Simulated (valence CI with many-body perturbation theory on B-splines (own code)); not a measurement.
E1 transitions of Nb X

Computed by relativistic CI+MBPT: four valence electrons over a frozen Dirac-Fock core [Ar] 3d10, a basis of 11 s, 11 p, 9 d, 7 f, 5 g, 2 h, 1 i functions for each j, with the one-electron correlation potential Σ1, the two-electron term Σ2, the three-electron term Σ3, Breit, model QED; selected CI, second order for the rest, scaled by the run's own slope (own B-spline code, finite nucleus).

No measured levels were compared; by estimate levels hold to about 250 cm⁻¹ or 0.2 % of their energy and the worst to 1 %, as in measured heavy ions of charge 2 to 7; those with d or f electrons hold less well. Among the levels kept, up to 280 cm⁻¹ of a level comes from second order outside the variational space, and about a tenth of that is noise between levels of different J, which matters for small intervals.

Lines 1 to 50 of 243 in falling wavelength, among levels below 79.415 eV, chosen from the strongest by gf and those to the six lowest levels. Wavelengths and rates use the calculated energies, so an error of 600 cm⁻¹ moves a line at 74.08 nm by 0.44 % and its rate by three times that or more. Electric multipoles are in the length gauge, E1 and E2 with the static RPA response of the core. Weak lines are less certain than strong ones. Lines between different terms over intervals too small for the method are left out, as are lines whose strength nearly cancels. The highest levels of a list are the least certain.

Names give the largest LS component (configuration and term), which can be under half, so a name can repeat, a term be missing and a line seem to break the LS rules; names also repeat where a configuration has a term twice. Letters in brackets count levels of one name in rising energy.

| λ vac (nm) | Upper | Lower | A (s⁻¹) | S (a.u.) |
| --- | --- | --- | --- | --- |
| 74.08 | 4s.4p3 5S°_2 | 4s2.4p2 1D_2 | 2.85e+06 | 2.86e-03 |
| 65.22 | 4s.4p3 3D°_1 | 4s2.4p2 1S_0 | 9.29e+06 | 3.82e-03 |
| 62.91 | 4s.4p3 5S°_2 | 4s2.4p2 3P_2 | 3.42e+07 | 2.10e-02 |
| 62.21 | 4s.4p2.4d 3F_4 [a] | 4s2.4p.4d 3D°_3 | 1.75e+08 | 1.87e-01 |
| 61.97 | 4p4 1D_2 | 4s.4p3 1P°_1 | 7.11e+08 | 4.17e-01 |
| 61.71 | 4p4 3P_2 | 4s.4p3 3S°_1 | 8.38e+08 | 4.86e-01 |
| 59.69 | 4s.4p3 5S°_2 | 4s2.4p2 3P_1 | 3.26e+07 | 1.71e-02 |
| 58.37 | 4s.4p2.4d 1G_4 | 4s2.4p.4d 1F°_3 | 6.43e+08 | 5.68e-01 |
| 55.96 | 4p4 3P_2 | 4s.4p3 1D°_2 | 3.98e+08 | 1.72e-01 |
| 55.55 | 4p4 3P_0 | 4s.4p3 3S°_1 | 2.18e+09 | 1.84e-01 |
| 55.36 | 4p4 3P_1 | 4s.4p3 3S°_1 | 1.26e+09 | 3.16e-01 |
| 54.98 | 4s.4p3 3D°_1 | 4s2.4p2 1D_2 | 8.71e+07 | 2.14e-02 |
| 54.79 | 4s.4p3 3D°_2 | 4s2.4p2 1D_2 | 2.20e+07 | 8.93e-03 |
| 53.84 | 4s.4p3 3P°_1 | 4s2.4p2 1S_0 | 7.22e+07 | 1.67e-02 |
| 53.17 | 4s.4p3 3D°_3 | 4s2.4p2 1D_2 | 3.86e+08 | 2.01e-01 |
| 50.22 | 4s.4p2.4d 3F_3 [a] | 4s2.4p.4d 3F°_3 | 4.24e+08 | 1.85e-01 |
| 49.57 | 4s.4p2.4d 3F_2 [a] | 4s2.4p.4d 3F°_2 | 5.08e+08 | 1.53e-01 |
| 49.06 | 4p4 1D_2 | 4s.4p3 1D°_2 | 4.75e+09 | 1.38e+00 |
| 48.58 | 4s.4p3 3D°_1 | 4s2.4p2 3P_2 | 5.95e+07 | 1.01e-02 |
| 48.43 | 4s.4p3 3D°_2 | 4s2.4p2 3P_2 | 1.59e+05 | 4.45e-05 |
| 48.32 | 4p4 3P_2 | 4s.4p3 3P°_2 | 9.82e+08 | 2.73e-01 |
| 47.55 | 4p4 1S_0 | 4s.4p3 1P°_1 | 8.25e+09 | 4.38e-01 |
| 47.16 | 4s.4p3 3D°_3 | 4s2.4p2 3P_2 | 1.39e+09 | 5.02e-01 |
| 46.66 | 4s.4p3 3P°_1 | 4s2.4p2 1D_2 | 6.81e+07 | 1.02e-02 |
| 46.63 | 4s.4p3 3D°_1 | 4s2.4p2 3P_1 | 1.88e+08 | 2.82e-02 |
| 46.61 | 4s.4p2.4d 3F_3 [b] | 4s2.4p.4d 3D°_3 | 4.42e+08 | 1.55e-01 |
| 46.49 | 4s.4p3 3D°_2 | 4s2.4p2 3P_1 | 2.15e+09 | 5.34e-01 |
| 46.15 | 4s.4p3 3P°_2 | 4s2.4p2 1D_2 | 2.16e+06 | 5.24e-04 |
| 45.77 | 4s.4p2.4d 3D_2 [b] | 4s2.4p.4d 3P°_1 | 5.52e+08 | 1.31e-01 |
| 44.97 | 4s.4p2.4d 3D_3 [a] | 4s2.4p.4d 3P°_2 | 1.04e+09 | 3.26e-01 |
| 44.88 | 4s.4p2.4d 3G_5 | 4s2.4p.4d 3F°_4 | 2.37e+09 | 1.16e+00 |
| 44.47 | 4s.4p2.4d 3F_4 [b] | 4s2.4p.4d 3D°_3 | 4.82e+08 | 1.88e-01 |
| 44.34 | 4p4 3P_1 | 4s.4p3 3P°_2 | 2.73e+09 | 3.52e-01 |
| 44.25 | 4s.4p2.4d 3F_2 [c] | 4s2.4p.4d 3P°_1 | 8.02e+08 | 1.71e-01 |
| 44.23 | 4s.4p2.4d 3D_3 [b] | 4s2.4p.4d 3D°_2 | 1.63e+09 | 4.88e-01 |
| 44.00 | 4p4 3P_0 | 4s.4p3 3P°_1 | 3.78e+09 | 1.59e-01 |
| 43.95 | 4s.4p2.4d 3P_2 [b] | 4s2.4p.4d 3D°_3 | 6.13e+08 | 1.28e-01 |
| 43.84 | 4s.4p2.4d 1F_3 | 4s2.4p.4d 3P°_2 | 1.48e+09 | 4.31e-01 |
| 43.73 | 4s.4p3 3D°_1 | 4s2.4p2 3P_0 | 2.46e+09 | 3.04e-01 |
| 43.44 | 4s.4p2.4d 3D_1 [b] | 4s2.4p.4d 3D°_1 | 1.22e+09 | 1.48e-01 |
| 43.10 | 4s.4p2.4d 3G_4 | 4s2.4p.4d 3F°_3 | 2.57e+09 | 9.13e-01 |
| 42.97 | 4s.4p2.4d 3S_1 | 4s2.4p.4d 3P°_1 | 1.25e+09 | 1.47e-01 |
| 42.94 | 4s.4p2.4d 3F_3 [c] | 4s2.4p.4d 1D°_2 | 2.18e+09 | 5.97e-01 |
| 42.91 | 4s.4p3 3S°_1 | 4s2.4p2 1S_0 | 5.73e+08 | 6.71e-02 |
| 42.45 | 4p4 3P_2 | 4s.4p3 3D°_3 | 5.96e+09 | 1.13e+00 |
| 42.44 | 4s.4p2.4d 1G_4 | 4s2.4p.4d 3F°_4 | 7.35e+08 | 2.50e-01 |
| 42.17 | 4s.4p2.4d 3G_3 | 4s2.4p.4d 3F°_2 | 2.75e+09 | 7.12e-01 |
| 42.17 | 4s.4p2.4d 3P_0 [b] | 4s2.4p.4d 3D°_1 | 3.49e+09 | 1.29e-01 |
| 41.97 | 4s.4p3 3P°_1 | 4s2.4p2 3P_2 | 5.79e+08 | 6.33e-02 |
| 41.60 | 4s.4p2.4d 3F_3 [b] | 4s2.4p.4d 3P°_2 | 6.24e+08 | 1.55e-01 |
